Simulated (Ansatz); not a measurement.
`F[SiH](S)S` → H₂S + `F[Si]S` at 298.15 K and 1 bar (silylene formation by 1,1-elimination).

Calculated with Ansatz (gas phase, PBE0-D4/def2-TZVP geometries, no zero-point term in ΔE). CBS: MP2 limit from def2 TZ/QZ plus the TZ coupled-cluster correction, frozen cores. This one scheme is used for every species. One conformer a species, not always the lowest.

| species | CCSD(T)/CBS energy (Eh) | H − E (kJ/mol) | S (J/(mol·K)) |
| --- | --- | --- | --- |
| `F[SiH](S)S` | -1186.35252 | 101.7 | 336.4 |
| H₂S | -398.97279 | 49.9 | 205.7 |
| `F[Si]S` | -787.30018 | 44.8 | 282.7 |

H − E and S are ideal-gas, rigid-rotor, harmonic terms from PBE0-D4/def2-TZVP, for one conformer and one mirror image of each species. 1 Eh = 2625.50 kJ/mol, R = 8.31446 J/(mol·K).

**Question.** By hand: ΔE, ΔH, ΔS and ΔG.

**Answer.** ΔE = (-398.97279) + (-787.30018) − (-1186.35252) = 0.07955 Eh = 208.9 kJ/mol. Δ(H − E) = 49.9 + 44.8 − 101.7 = -7.0, so ΔH = 201.9 kJ/mol. ΔS = 205.7 + 282.7 − 336.4 = 152.0 J/(mol·K). ΔG = 201.9 − 298.15 × (152.0)/1000 = 156.6 kJ/mol.

**Question.** By hand: the equilibrium constant, and the temperature at which ΔG would vanish if ΔH and ΔS stayed fixed.

**Answer.** log₁₀ K = −ΔG/(RT ln 10) = -27.4. ΔG = 0 at ΔH/ΔS = 1328 K.

The number of gas molecules changes by +1, which sets the sign of ΔS. A doubt of 5 kJ/mol in ΔE shifts log₁₀ K by 0.9 here. Other conformers and mirror images would add mixing entropy, several J/(mol·K) or more a flexible species. These are equilibria of isolated gas molecules and say nothing of rates. Largest T1 diagnostic: 0.015 (customary marks: 0.02 for closed shells, 0.045 for open ones).
